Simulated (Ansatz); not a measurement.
`C=C[SiH](Cl)Br` + H₂ → `Cl[SiH2]Br` + `C=C` at 600 K and 1 bar (hydrogenolysis of the Si–C bond).

Calculated with Ansatz (gas phase, PBE0-D4/def2-TZVP geometries, no zero-point term in ΔE). CBS: MP2 limit from def2 TZ/QZ plus the TZ coupled-cluster correction, frozen cores. This one scheme is used for every species. For Br outer-core shells are correlated without core-valence functions, which leaves a few kJ/mol of doubt a bond. Scalar relativity is left out up to krypton. Each species was taken in one conformer, which may not be the lowest.

| species | CCSD(T)/CBS energy (Eh) | H − E (kJ/mol) | S (J/(mol·K)) |
| --- | --- | --- | --- |
| `C=C[SiH](Cl)Br` | -3400.77233 | 201.6 | 448.9 |
| H₂ | -1.17544 | 43.9 | 150.8 |
| `Cl[SiH2]Br` | -3323.46904 | 89.0 | 356.5 |
| `C=C` | -78.48111 | 161.6 | 257.2 |

H − E and S are ideal-gas, rigid-rotor, harmonic terms from PBE0-D4/def2-TZVP, for one conformer and one mirror image of each species. The MP2-based limit puts H₂ 0.8 mEh under its directly extrapolated value; such offsets cancel only in part. 1 Eh = 2625.50 kJ/mol, R = 8.31446 J/(mol·K).

Task: By hand: ΔE, ΔH, ΔS and ΔG.

Result: ΔE = (-3323.46904) + (-78.48111) − (-3400.77233) − (-1.17544) = -0.00238 Eh = -6.2 kJ/mol. Δ(H − E) = 89.0 + 161.6 − 201.6 − 43.9 = 5.1, so ΔH = -1.1 kJ/mol. ΔS = 356.5 + 257.2 − 448.9 − 150.8 = 14.0 J/(mol·K). ΔG = -1.1 − 600 × (14.0)/1000 = -9.5 kJ/mol.

Task: By hand: the equilibrium constant, and the temperature at which ΔG would vanish if ΔH and ΔS stayed fixed.

Result: log₁₀ K = −ΔG/(RT ln 10) = 0.8. ΔH and −TΔS have one sign here, so there is no such temperature.

TΔS isn't small against ΔH here. A doubt of 5 kJ/mol in ΔE shifts log₁₀ K by 0.4 here. Other conformers and mirror images would add mixing entropy, several J/(mol·K) or more a flexible species. These are equilibria of isolated gas molecules and say nothing of rates. Largest T1 diagnostic: 0.011 (customary marks: 0.02 for closed shells, 0.045 for open ones).
